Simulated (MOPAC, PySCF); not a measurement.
H$_{5}$B$_{2}$N, SMILES `BNB`, neutral singlet in the gas phase. 

Cartesian coordinates (Å):
```xyz
8

B     -1.2630    -0.1469     0.0526
N      0.1260    -0.4137     0.1714
B      1.1826     0.4104    -0.2965
H     -1.6077     0.8561    -0.4852
H     -2.0491    -0.9279     0.4921
H      0.3882    -1.2744     0.6343
H      2.3117     0.0661    -0.1300
H      0.9113     1.4303    -0.8446
```
Charge 0, spin multiplicity 1.

All levels are single points at this geometry (B3LYP-D3(BJ)/def2-TZVP); Pople sets use spherical d functions. Orbital energies aren't observables, and empty levels follow the basis.

```
level                            HOMO (eV)  LUMO (eV)  gap (eV)  dipole (D)  vertical IE, Delta-SCF (eV)
-------------------------------  ---------  ---------  --------  ----------  ---------------------------
B3LYP-D3(BJ)/def2-TZVP in PySCF      -9.04      -1.57      7.46        1.26                        11.59
PBE-D3(BJ)/def2-TZVP in PySCF        -7.78      -2.39      5.38        1.31                        11.09
B3LYP/3-21G in PySCF                 -8.92      -1.31      7.61        1.44                            –
B3LYP/6-311+G** in PySCF             -9.05      -1.59      7.46        1.23                            –
B3LYP/6-31G* in PySCF                -8.84      -1.15      7.69        1.34                        11.50
BP86/6-31G* in PySCF                 -7.70      -2.11      5.59        1.40                            –
M06-2X/6-31G* in PySCF              -10.42       0.07     10.49        1.29                            –
SVWN5/6-31G* in PySCF                -7.55      -2.32      5.23        1.44                            –
HF/6-31G* in PySCF                  -12.53       3.01     15.54        1.20                        12.11
HF/STO-3G in PySCF                  -10.97       6.57     17.54        1.13                            –
AM1 in MOPAC                        -11.17       1.63     12.80        0.96                            –
PM3 in MOPAC                        -12.16      -0.24     11.92        1.50                            –
PM6 in MOPAC                        -11.13      -0.30     10.83        1.20                            –
```
